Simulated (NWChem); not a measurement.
System meant: C3H2F4; SMILES F/C=C(/F)C(F)F

The following NWChem deck was run.

```
start job
memory heap 200 mb stack 900 mb global 1100 mb
geometry units angstroms noautoz
  F     -1.713469    -1.090141    -0.562862
  C     -0.508844    -1.417539    -0.137580
  C      0.457559    -0.530026     0.097082
  F      1.640153    -0.972460     0.529344
  C      0.439029     0.959787    -0.059037
  F      0.493652     1.549408     1.154880
  F     -0.676717     1.365632    -0.681919
  H     -0.346698    -2.488783     0.013308
  H      1.322085     1.293129    -0.635463
end
basis spherical
  F library def2-svp
  C library def2-svp
  H library def2-svp
end
dft
  odft
  mult 2
  xc pbe0
  iterations 150
  mulliken
end
task dft energy
```

End of the output:

```
 ==============================================================================
                                 internuclear angles
 ------------------------------------------------------------------------------
        center 1       |       center 2       |       center 3       |  degrees
 ------------------------------------------------------------------------------
    1 F                |   2 C                |   3 C                |   123.62
    1 F                |   2 C                |   8 H                |   115.02
    3 C                |   2 C                |   8 H                |   121.35
    2 C                |   3 C                |   4 F                |   118.60
    2 C                |   3 C                |   5 C                |   129.41
    4 F                |   3 C                |   5 C                |   111.99
    3 C                |   5 C                |   6 F                |   109.88
    3 C                |   5 C                |   7 F                |   111.08
    3 C                |   5 C                |   9 H                |   110.13
    6 F                |   5 C                |   7 F                |   108.61
    6 F                |   5 C                |   9 H                |   107.73
    7 F                |   5 C                |   9 H                |   109.33
 ------------------------------------------------------------------------------
                            number of included internuclear angles:         12
 ==============================================================================

 Summary of "ao basis" -> "" (spherical)
 ------------------------------------------------------------------------------
       Tag                 Description            Shells   Functions and Types
 ---------------- ------------------------------  ------  ---------------------
 F                          def2-svp                 6       14   3s2p1d
 C                          def2-svp                 6       14   3s2p1d
 H                          def2-svp                 3        5   2s1p

                                 NWChem DFT Module
                                 -----------------

 Summary of "ao basis" -> "ao basis" (spherical)
 ------------------------------------------------------------------------------
       Tag                 Description            Shells   Functions and Types
 ---------------- ------------------------------  ------  ---------------------
 F                          def2-svp                 6       14   3s2p1d
 C                          def2-svp                 6       14   3s2p1d
 H                          def2-svp                 3        5   2s1p

  number of electrons :                   56
  multiplicity        :                    2
 ------------------------------------------------------------------------
  no. of electrons and multiplicity not compatible                  56
 ------------------------------------------------------------------------
 ------------------------------------------------------------------------
  current input line :
    26: task dft energy
 ------------------------------------------------------------------------
 ------------------------------------------------------------------------
 There is an error in the input file
 ------------------------------------------------------------------------
 For more information see the NWChem manual at https://nwchemgit.github.io

0: no. of electrons and multiplicity not compatible:Received an Error in Communication
```

Problem. Find the fault in this run and fix the input.

Solution. The input was rejected before any calculation. Cause: the multiplicity doesn't fit the number of electrons (an even count wants an odd multiplicity, and the reverse). This input runs:
```
start job
memory heap 200 mb stack 900 mb global 1100 mb
geometry units angstroms noautoz
  F     -1.713469    -1.090141    -0.562862
  C     -0.508844    -1.417539    -0.137580
  C      0.457559    -0.530026     0.097082
  F      1.640153    -0.972460     0.529344
  C      0.439029     0.959787    -0.059037
  F      0.493652     1.549408     1.154880
  F     -0.676717     1.365632    -0.681919
  H     -0.346698    -2.488783     0.013308
  H      1.322085     1.293129    -0.635463
end
basis spherical
  * library def2-svp
end
dft
  xc pbe0
  iterations 150
  mulliken
end
task dft energy
```
It converges to -513.93626 Ha (PBE0/def2-SVP).
